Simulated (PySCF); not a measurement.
Electron correlation in Ni⁻ (nickel, charge -1)

[Ar] 3d9 4s2, 2D determinant. Computed with PySCF 2.14 in aug-cc-pVDZ-DK, with the spin-free X2C one-electron Hamiltonian (Gaussian nucleus). Frozen: [Ar]; 11 electrons correlated.

MP2 pair energies summed by pair of shells (mhartree):

```csv
pair,energy,share (%)
3d-3d,-341.23,86.9
3d-4s,-34.12,8.7
4s-4s,-17.25,4.4
```

Total MP2 correlation energy: -392.60 mhartree.

Same-spin part -142.04 and opposite-spin part -250.56 mhartree; SCS-MP2 scales them by 1/3 and 6/5 to -348.02 mhartree.
